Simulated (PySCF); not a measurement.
Isomers of C5H7F5O, one GFN2-xTB conformer each. Single-point energies are computed at PBE0/pcSseg-1 (PySCF, gas phase, no added dispersion term), electronic only.

Question: Rank them by PBE0/pcSseg-1 energy, lowest first (kJ/mol).
A. `[CH3:1][O:2][C@H:3]([CH3:4])[C:5]([F:6])([F:7])[C:8]([F:9])([F:10])[F:11]` with C1–O2–C3–C4 -155°, O2–C3–C5–F6 -81°
B. `[F:1][CH2:2][C@H:3]([F:4])[O:5][CH2:6][CH2:7][C:8]([F:9])([F:10])[F:11]` with F1–C2–C3–F4 -152°, C2–C3–O5–C6 -172°, C3–O5–C6–C7 175°, O5–C6–C7–C8 -177°

Answer: B (0.0), A (23.9).

GFN2-xTB itself gives, in the same order: 0.0, 49.5. Both levels put the same isomer lowest.

Q: Which frontier levels, dipoles and rotational constants go with these structures?

A: 
| SMILES | HOMO (eV, PBE0/pcSseg-1) | LUMO (eV) | dipole (D) | A, B, C (MHz) |
| --- | --- | --- | --- | --- |
| FC[C@H](F)OCCC(F)(F)F | -8.96 | 1.45 | 1.20 | 2417, 381.9, 357.3 |
| CO[C@H](C)C(F)(F)C(F)(F)F | -8.09 | 1.34 | 2.50 | 1386, 1006, 907.1 |
